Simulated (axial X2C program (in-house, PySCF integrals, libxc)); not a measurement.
# Potential curves of MoSe⁺, with spin–orbit coupling

Calculated with an axial X2C code built on PySCF integrals. Two-component (2c) means X2C with spin–orbit coupling and atomic mean-field two-electron Coulomb and Gaunt terms. Basis: Mo dyall-cv3z [11s12p9d5f3g], Se dyall-cv3z [8s9p6d4f1g] (cores contracted in-house); Gaussian nuclei, density fitting, unrestricted open shells. Masses: Mo 97.905 u, Se 79.917 u.

State: Ω = 3/2 (⟨Sz⟩ = 1.51, ⟨Lz⟩ = -0.01 at HF). Energies in eV from the fragments at the same level (Mo+ + Se). Fits are polynomials in 1 − R0/R over 0.85 to 1.23 times the lowest point R0.

```csv
R (Å),CCSD(T),B97-3,PBE0,CCSD
2.1000,-2.2209,-2.8317,-2.7716,-1.9402
2.1670,-2.3711,-2.9541,-2.9004,-2.1101
2.2340,-2.4144,-2.9726,-2.9276,-2.1732
2.3122,-2.3725,-2.9100,-2.8748,-2.1558
2.3904,-2.2673,-2.7922,-2.7644,-2.0766
2.4909,-2.0835,-2.5952,-2.5742,-1.9269
```

Correlated methods: 11 electrons correlated (number of frozen shells: Mo 4 s, 3 p, 1 d; Se 3 s, 2 p, 1 d), 309 virtual spin orbitals or spinors in MP2, 90 natural virtuals in coupled cluster.

The state is one determinant whose occupation by symmetry is held fixed; it was picked as the lowest of a PBE0 search that is not exhaustive. Dissociation energies refer to the lowest single-determinant-based atoms at the same level and basis. Density functionals use the spin component along the axis (collinear). CCSD and (T) use frozen natural virtuals with an MP2 correction for the truncation; (T) itself is uncorrected, so its De runs slightly low. Without a current term, density functionals place determinants with orbital angular momentum somewhat too high. With several unpaired electrons one determinant need not be a pure state. This is the top spin component of a Σ state; components of lower Ω are not single determinants and can lie lower. The determinant is spin-polarised beyond a pure state at some levels (its spin-free form has ⟨S²⟩ too high), which makes Re and μ there less reliable. The T1 diagnostic is large, a sign of multireference character. With the outer-core shells frozen, correlated bond lengths of heavy atoms tend to come out a few hundredths of an ångström too long. Coupled cluster ran on the points near the minimum only. MP2 and coupled cluster on one determinant become unreliable at the stretched end.

What are Re, ωe and De at the CCSD(T) level?

At CCSD(T), 2c: Re = 2.235 Å, ωe ≈ 318 cm⁻¹, De = 2.41 eV to Mo+ + Se; Be follows as 0.0767 cm⁻¹.

Fit the B97-3 curve near its minimum: give the equilibrium distance, the harmonic wavenumber and the well depth.

At B97-3, 2c: Re = 2.215 Å, ωe ≈ 323 cm⁻¹, De = 2.98 eV to Mo+ + Se; Be follows as 0.0781 cm⁻¹.

What are Re, ωe and De at the PBE0 level?

At PBE0, 2c: Re = 2.223 Å, ωe ≈ 315 cm⁻¹, De = 2.93 eV to Mo+ + Se; Be follows as 0.0775 cm⁻¹.

Fit the CCSD curve near its minimum: give the equilibrium distance, the harmonic wavenumber and the well depth.

At CCSD, 2c: Re = 2.255 Å, ωe ≈ 297 cm⁻¹, De = 2.18 eV to Mo+ + Se; Be follows as 0.0753 cm⁻¹.
